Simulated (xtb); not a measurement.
F2H2InN, SMILES [NH2][In]([F])[F]. All values are semi-empirical tight-binding results from xtb (GFN2-xTB unless named), good for trends rather than for accurate numbers. Coordinates come from a GFN2-xTB optimisation. One conformer was computed; it need not be the lowest.

For metal compounds this method's bond lengths and energies can be far off.

```yaml
point_group_as_xtb_finds_it: Cs
orbital_gap: 2.53 eV
zero_point_energy: 15.9 kcal/mol
G − E(el) at 298.15 K (modified RRHO): -4.5 kcal/mol
```
